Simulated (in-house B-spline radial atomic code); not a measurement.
## LDA VWN5 excitations of I⁵⁺

Method: LDA VWN5. Computed with a B-spline radial code for spherical atoms: linear response of the closed shell [Kr] 4d10 5s2 with the functional's adiabatic kernel; scalar-relativistic (spin-free one-electron X2C), finite nucleus, no spin-orbit coupling, no double excitations, S, P, D and F terms only; shells from n = 3 respond. Only terms of natural parity with L up to 3 were computed.

Command:
```bash
python run_td.py task.json out
```
Settings (radii: box in bohr, nucleus in fm):
```
Z                        53
electrons                48
configuration            [Kr] 4d10 5s2
hamiltonian              x2c
method                   lda,vwn
box_radius               16.35
rms_radius               4.75
intervals                70
```

Time taken, with all properties: 2.3 s on 1 thread of Arm Neoverse N1, on a shared host.

The lowest states, in the order of their Tamm-Dancoff energies; the method's threshold (minus the highest occupied level) is 69.54 eV. Labels give the largest channel, * marks a mixed state, and oscillator strengths are full-response dipole values. Semilocal kernels can invert the small singlet-triplet splittings of Rydberg terms. Energies in eV:

| state | full response | Tamm-Dancoff | oscillator strength |
| --- | --- | --- | --- |
| 5s → 5p 3P | 12.347 | 12.413 | - |
| 5s → 5p 1P | 16.171 | 16.799 | 1.57 |
| 5s → 5d 3D | 31.27 | 31.28 | - |
| 5s → 5d 1D | 32.31 | 32.34 | - |
| 5s → 4f 3F | 33.41 | 33.43 | - |
| 5s → 4f 1F | ? | ? | - |
| 5s → 6s 3S | 37.22 | 37.23 | - |
| 5s → 6s 1S | ? | ? | - |
| 5s → 6p 3P | 42.26 | 42.26 | - |
| 5s → 6p 1P | 42.39 | 42.43 | 0.0852 |

(1) Where does 5s → 6s 1S lie?

(2) Where does 5s → 4f 1F lie?

(3) How large is the singlet-triplet splitting of 5s → 5p (P terms) in Tamm-Dancoff?

(4) What polarisabilities and dispersion coefficient does the method give?

Results:

(1) At 37.84 eV in full response, 37.87 eV in Tamm-Dancoff.

(2) At 34.31 eV in full response, 34.32 eV in Tamm-Dancoff.

(3) 4.39 eV, from the unrounded values.

(4) Dipole 5.707 bohr³, quadrupole 10.77 bohr⁵, C6 20.91 hartree·bohr⁶ for two such species.
